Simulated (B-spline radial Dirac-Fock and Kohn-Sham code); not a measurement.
## Subshell cross sections of La³⁺, photon energy 2250 eV

System: the La³⁺ ion in the configuration [Kr] 4d10 5s2 5p6.

Input file task.json (cfg lists n, l and occupation; rrms is the nuclear radius in fm):

```json
{"items": [{
  "Z": 57,
  "q": 3,
  "cfg": [[1, 0, 2], [2, 0, 2], [2, 1, 6], [3, 0, 2], [3, 1, 6], [3, 2, 10], [4, 0, 2], [4, 1, 6], [4, 2, 10], [5, 0, 2], [5, 1, 6]],
  "A": 139,
  "rrms": 4.855,
  "do": ["binding", "quiet", "photo"],
  "hv": [27.4, 31.1, 46.6, 53.1, 55.1, 68.3, 74.5, 178.0, 346.0, 497.0, 526.0, 563.0, 713.0, 2250.0, 3160.0, 4750.0, 4830.0, 6580.0, 22800.0, 40500.0, 46500.0, 56800.0, 69200.0, 73800.0]
}]}
```

Launch: `python xray_run.py task.json out`

The computed values come from a radial atomic solver: Dirac-Hartree-Slater photoionisation with all multipoles and Dirac-Fock thresholds. The asymmetry parameter β is from the dipole term alone. Kinetic energies are from the vacuum level.

The last column is dσ/dΩ = σ/(4π) · [1 − (β/2) P₂(cos θ)] at θ = 0° from the beam of unpolarised light.

```csv
subshell,electrons,binding (eV),kinetic (eV),σ (kb),β,dσ/dΩ (kb/sr)
3s,2,1406.9,843.1,30.3,1.98,≈ 0
3p1/2,2,1246.9,1003.1,42.0,1.56,0.742
3p3/2,4,1165.7,1084.3,85.2,1.59,1.38
3d3/2,4,888.4,1361.6,83.3,1.24,2.52
3d5/2,6,871.6,1378.4,?,?,?
4s,2,320.1,1929.9,8.08,1.98,≈ 0
4p1/2,2,259.2,1990.8,9.36,1.69,0.117
4p3/2,4,241.9,2008.1,18.3,1.72,0.204
4d3/2,4,140.0,2110.0,12.6,1.33,0.336
4d5/2,6,137.0,2113.0,17.9,1.29,0.508
5s,2,70.94,2179.1,1.56,1.98,≈ 0
5p1/2,2,51.72,2198.3,1.54,1.70,0.0185
5p3/2,4,49.00,2201.0,2.96,1.73,0.0313
```

Q: What are σ and β for 3d5/2?

A: σ = 119 kb, the largest of all subshells and 28 % of the total, and β = 1.22, which gives dσ/dΩ = 3.68 kb/sr.

Run: 3.5 s of CPU time on 1 thread of Intel(R) Xeon(R) 6975P-C (shared host), peak memory 0.40 GiB.
